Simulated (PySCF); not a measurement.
Compound: C5H3OS (doublet state).
Geometry (GFN2-xTB, Å), atoms numbered from 1 in this order:
```
atom  x, y, z in Å
O1    -0.7027    2.4694    0.1988
C2    -0.2414    1.3489    0.2142
C3     1.1308    0.9486    0.1145
C4     1.7257   -0.2059    0.1211
S5     0.8415   -1.7543    0.2754
C6    -0.7517   -1.1217    0.3818
C7    -1.1192    0.1663    0.3494
H8     2.7867   -0.3654    0.0381
H9    -1.4931   -1.9014    0.4848
H10   -2.1679    0.4201    0.4281
```

The geometry is computed with GFN2-xTB (gas phase). This method treats the open shell by occupation alone, without spin polarisation.

Masses are those of the commonest isotopes; rigid-rotor values at the optimised geometry. The values belong to one conformer with, in the numbering `[O:1]=[c:2]1[c:3][cH:4][s:5][cH:6][cH:7]1`, O1–C2–C3–C4 180°, C3–C4–S5–C6 0°, C4–S5–C6–C7 0°, O1–C2–C7–C6 180°.

Question: What are A, B and C (MHz)?

Answer: Ia = 91.59, Ib = 271.50, Ic = 363.09 u·Å²; 505379 MHz·u·Å²/I gives A = 5518, B = 1861, C = 1392 MHz.

Question: Classify the top.

Answer: An asymmetric top. Ray's parameter κ = (2B − A − C)/(A − C) = -0.772; −1 is the prolate and +1 the oblate limit.

Question: What does the inertial defect say?

Answer: Planar: Δ = Ic − Ia − Ib = 0.00 u·Å². For a rigid frame Δ = −2 Σ m c², so it vanishes when all atoms lie in the ab plane; here none is more than 0.01 Å from it.

Question: List the rotational levels J(Ka,Kc) to J = 4 (cm⁻¹).

Answer: Above 0(0,0):
J = 1: 1(0,1) 0.1085, 1(1,1) 0.2305, 1(1,0) 0.2461
J = 2: 2(0,2) 0.3241, 2(1,2) 0.4319, 2(1,1) 0.4788, 2(2,1) 0.8447, 2(2,0) 0.8462
J = 3: 3(0,3) 0.6441, 3(1,3) 0.7331, 3(1,2) 0.8270, 3(2,2) 1.1703, 3(2,1) 1.1773, 3(3,1) 1.8201, 3(3,0) 1.8202
J = 4: 4(0,4) 1.0647, 4(1,4) 1.1332, 4(1,3) 1.2893, 4(2,3) 1.6033, 4(2,2) 1.6238, 4(3,2) 2.2568, 4(3,1) 2.2574, 4(4,1) 3.1630, 4(4,0) 3.1630
Those of J = 1 are B + C, A + C and A + B.

Question: Estimate the classical rotational partition function at 50 K, 200 K and 298.15 K.

Answer: Point group Cs, symmetry number σ = 1; q = (√π/σ)·√((kT/h)³/(ABC)), k/h = 20836.6 MHz/K: 15800 at 50 K, 126000 at 200 K, 230000 at 298.15 K.

For this open shell read J as N, the rotation without spin; fine and hyperfine splittings come on top. Not checked by GFN2-xTB frequencies. Constants of a rigid frame at the computed geometry: no zero-point averaging, no centrifugal distortion.
